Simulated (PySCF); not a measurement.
A computed series MF3(H2O)

Computed with PySCF 2.14.0, PBE0, def2-SVP on the ligands, density fitting, scalar-relativistic core potentials, no spin-orbit coupling, vacuum. Each member is relaxed from one template within its symmetry. Distances are means of the shortest metal–ligand contacts, charges and spins Mulliken's; removal energies are rigid, with the ligand's formal charge and no counterpoise, so too large; for an anion taken off a cation in vacuum most of it is the attraction of opposite charges, and multiply charged cations can part far more cheaply with an electron moved from ligand to metal. lcecp potentials hold a fixed number of 4f electrons in the core, out of states, spins and gaps.

```json
{"metal": "La", "basis on the metal": "def2-SVP with ECP46", "point group": "Cs", "M–F (Å)": "2.157", "M–H2O (Å)": "2.611", "charge on M (e)": "1.22", "dipole (D)": "7.22", "removal of one F (eV)": "10.56", "strongest infrared band, degenerate modes summed (cm⁻¹)": "547", "unstable modes (below −25 cm⁻¹)": "0"}
{"metal": "Nd", "basis on the metal": "lcecp-1-SVP with ECP49", "point group": "Cs", "M–F (Å)": "2.082", "M–H2O (Å)": "2.510", "charge on M (e)": "1.21", "dipole (D)": "6.88", "removal of one F (eV)": "10.82", "strongest infrared band, degenerate modes summed (cm⁻¹)": "552", "unstable modes (below −25 cm⁻¹)": "0"}
{"metal": "Eu", "basis on the metal": "lcecp-1-SVP with ECP52", "point group": "Cs", "M–F (Å)": "2.060", "M–H2O (Å)": "2.463", "charge on M (e)": "1.21", "dipole (D)": "6.73", "removal of one F (eV)": "10.98", "strongest infrared band, degenerate modes summed (cm⁻¹)": "557", "unstable modes (below −25 cm⁻¹)": "0"}
{"metal": "Dy", "basis on the metal": "lcecp-1-SVP with ECP55", "point group": "Cs", "M–F (Å)": "2.027", "M–H2O (Å)": "2.406", "charge on M (e)": "1.19", "dipole (D)": "6.73", "removal of one F (eV)": "11.16", "strongest infrared band, degenerate modes summed (cm⁻¹)": "562", "unstable modes (below −25 cm⁻¹)": "0"}
{"metal": "Tl", "basis on the metal": "def2-SVP with ECP60", "point group": "Cs", "M–F (Å)": "2.034", "M–H2O (Å)": "2.406", "charge on M (e)": "1.06", "dipole (D)": "2.17", "removal of one F (eV)": "11.51", "strongest infrared band, degenerate modes summed (cm⁻¹)": "649", "unstable modes (below −25 cm⁻¹)": "0"}
```

Q: What does the calculation give for Tm, lcecp-1-SVP with ECP58?

A: point group: Cs, M–F (Å): 1.995, M–H2O (Å): 2.355, charge on M (e): 1.18, dipole (D): 6.69, removal of one F (eV): 11.34, strongest infrared band, degenerate modes summed (cm⁻¹): 570, unstable modes (below −25 cm⁻¹): 0 (lowest -13 cm⁻¹, within noise).
```xyz
7

Tm    0.0770   -0.0793    0.0793
F     1.0479    1.3384    1.0949
F    -1.2834   -1.1084    1.1084
F     1.0479   -1.0949   -1.3384
O    -1.2629    1.2897   -1.2897
H    -1.6018    2.1656   -1.0658
H    -1.6018    1.0658   -2.1656
```

From Nd to Tm the M–F distance shrinks by 0.09 Å, the lanthanide contraction, and the energy to remove one F rises by 0.52 eV.

Members with unstable modes aren't minima as they stand: saddle points kept by symmetry or, where the modes are soft, flat surfaces and noise. One start shape was tried for each, so a minimum needn't be the lowest isomer.
